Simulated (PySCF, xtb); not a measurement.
C2H8O2Si, SMILES [C@H]([SiH2]O)(O)C.

GFN2-xTB (xtb 6.7.1) at its own geometry gives an orbital gap of 5.60 eV and a dipole moment of 1.35 D.

Geometry: PBE0-D3(BJ)/def2-SVP. The structure was generated by enumeration; whether it is a known compound was not checked. Other conformers were not sampled.

Question: What does PySCF with M06-2X/def2-TZVP give? (The exact figures need the calculation; the answer reports its results.)

Answer: gap 9.88 eV (levels -8.82 and 1.07 eV), dipole 2.32 D.
